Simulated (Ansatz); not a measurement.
Reaction (atomization): `N#[C][GeH2][C]#N` → 2 C• + Ge• + 2 H• + 2 N•

Program: Ansatz. Geometries: PBE0-D4/def2-TZVP. ΔE: electronic, gas phase. CCSD(T)/CBS adds triple-zeta CCSD(T) − MP2 to the extrapolated MP2 energy (def2 sets, frozen cores). This one scheme is used for every species, atoms too. Functionals use def2-TZVPP. HSE06 is defined as in plane-wave codes. No spin–orbit coupling; open shells (•) take unrestricted orbitals. Spin–orbit coupling would lower the free atoms: a little for C; clearly for Ge. Bonds to Ge are less sure, by a few kJ/mol each and by 10 to 20 or more in all where they break to atoms, as the def2 sets lack core-valence functions. Scalar relativity is left out up to krypton.

```json
{"level": "r2SCANh-D4", "ΔE (kcal/mol)": "685.4"}
{"level": "HSE06-D4", "ΔE (kcal/mol)": "700.4"}
{"level": "BHLYP-D4", "ΔE (kcal/mol)": "661.7"}
{"level": "CAM-B3LYP-D4", "ΔE (kcal/mol)": "701.2"}
{"level": "ωB97M-V", "ΔE (kcal/mol)": "701.6"}
{"level": "r2SCANh", "ΔE (kcal/mol)": "684.5"}
{"level": "CCSD/def2-SVP", "ΔE (kcal/mol)": "642.2"}
{"level": "MP2/def2-TZVPP", "ΔE (kcal/mol)": "707.5"}
```

(1) What does CCSD(T)/CBS give? (Estimate.)

Largest T1 diagnostic among the species: 0.014.

Answers

(1) The calculation gave: +700.1 kcal/mol. The listed levels differ from it by -14.7, 0.3, -38.4, 1.1, 1.5, -15.6, -57.9, 7.4 kcal/mol.

The D4 term adds +5.5 kcal/mol with B3LYP and +2.9 kcal/mol with PBE0; it sums over pairs of atoms, weighted by their polarisabilities, and B3LYP, whose exchange is more repulsive, gets the larger term. In def2-TZVPP, CCSD(T) changes the Hartree–Fock value by +233.0 kcal/mol (the triples alone add +19.8 kcal/mol) and MP2 by +259.5 kcal/mol; breaking electron pairs costs correlation energy, which Hartree–Fock lacks.

B3LYP here is the variant with VWN-RPA as its local correlation; programs differ in this.

For atomizations the MP2-based limit and the directly extrapolated one differ by several kJ/mol either way, and by 10 to 25 for some Ge, Se and Sn compounds, so smaller differences from it don't rank the levels.
